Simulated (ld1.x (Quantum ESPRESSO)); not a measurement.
**Mn (Z = 25), TM: configuration errors across variants**

manganese, norm-conserving Troullier–Martins (Kleinman–Bylander form), made with ld1.x (Quantum ESPRESSO) 7.5 (LDA (PZ), scalar-relativistic). Core [Ar], reference 3d5 4s1 4p0 (charge +1). Waves: 4s (bound): rc 2.45 bohr; 4p (bound, empty): rc 1.95 bohr; 3d (bound): rc 1.90 bohr. Local part: all-electron potential smoothed inside 1.90 bohr (lloc = -1). Core correction: Bessel-smoothed model core inside 1.65 bohr.

All-electron excitation energies from the reference (eV): (1) 3d5 4s2 4p0 -8.654; (2) 3d5 4s0 4p0 15.877; (3) 3d4 4s0 4p0 48.688; (4) 3d4 4s2 4p0 4.794; (5) 3d5 4s1.5 4p0 -5.188; (6) 3d3 4s0 4p0 99.729; (7) 3d5 4s0 4p1 4.816; (8) 3d5 4s1 4p0 spin -6.108.

Spin tests fill each open shell by Hund’s rule, majority spin first.

Tests that are not counted but printed errors over 1 eV. “base”: 3d5 4s2 4p0 (spin-polarised) (solver errors, printed error -383 eV). “wave 3d (bound): rc 1.90 bohr becomes 3d (bound): rc 2.12 bohr”: 3d5 4s2 4p0 (spin-polarised) (solver errors, printed error -368 eV). “wave 4p (bound): rc 1.95 bohr becomes 4p (bound): rc 2.70 bohr”: 3d5 4s2 4p0 (spin-polarised) (solver errors, printed error -377 eV).

2 further variants failed, have other tests or another functional or relativity, and are left out.

A true bound ghost makes a file unfit for plane-wave use even where its test errors are small: the radial tests pick states by their node count and pass the ghost by. Where a test does run into it, the solver fails or the error is huge.

Errors AE − PS in meV (a dash: test not solved or not reliable):

| change | (1) | (2) | (3) | (4) | (5) | (6) | (7) | (8) | bound ghosts |
| --- | --- | --- | --- | --- | --- | --- | --- | --- | --- |
| base | +2.5 | -12 | -220 | +11 | +0.7 | -947 | -1.9 | +1338 | s |
| local potential the d channel | -1.5 | -12 | -274 | -212 | -0.4 | -1094 | -2.7 | +1336 | s, p |
| local potential all-electron potential smoothed inside 2.74 bohr (lloc = -1) | -1.4 | -13 | -317 | -214 | -0.4 | -1236 | -2.2 | +1335 | none |
| wave 3d (bound): rc 1.90 bohr becomes 3d (bound): rc 2.12 bohr | +4.0 | -9.3 | -157 | +97 | +1.2 | -431 | -1.7 | +1223 | s |
| core correction Bessel-smoothed model core inside 1.10 bohr | +2.2 | -12 | -233 | -2.7 | +0.7 | -1047 | -2.0 | +214 | s |
| all radii but the core radius scaled by about 0.75 (s 1.84, p 1.46, d 1.44 bohr); local potential all-electron potential smoothed inside 1.44 bohr (lloc = -1) | -4.5 | -12 | -270 | -300 | -1.2 | -1469 | -13 | +1531 | p, s |
| wave 4s (bound): rc 2.45 bohr becomes 4s (bound): rc 3.14 bohr | +5.2 | -26 | -366 | +303 | +1.2 | -1260 | -10 | +1368 | s |
| wave 4p (bound): rc 1.95 bohr becomes 4p (bound): rc 2.70 bohr | +2.5 | -12 | -220 | +11 | +0.7 | -947 | -2.4 | +1338 | s |
| type TM semilocal; local potential the p channel | -1.7 | -12 | -274 | -207 | -0.4 | -1094 | -2.1 | +1335 | none |
| local potential the p channel | -3.0 | -14 | -467 | -341 | -0.8 | -1683 | -2.3 | +1331 | s |

Q: Give the same row for: type ultrasoft; waves now 4s (bound): rcut 2.15, rcutus 2.45 bohr; 4s channel at 0.7 Ry: rcut 2.15, rcutus 2.45 bohr; 4p (bound): rcut 1.70, rcutus 1.95 bohr; 4p channel at -0.2 Ry: rcut 1.70, rcutus 1.95 bohr; 3d (bound): rcut 1.65, rcutus 1.90 bohr; 3d channel at 0.15 Ry: rcut 1.65, rcutus 1.90 bohr; local potential all-electron potential smoothed inside 1.60 bohr (lloc = -1); augmentation PSQ, radius 1.30 bohr.

A: +1.0, -2.9, –, -53, +0.4, –, –, +1493; bound ghosts: p. Not counted: 3d4 4s0 4p0 (solver errors, printed error -190 eV); 3d3 4s0 4p0 (solver errors, printed error -122 eV); 1 more.
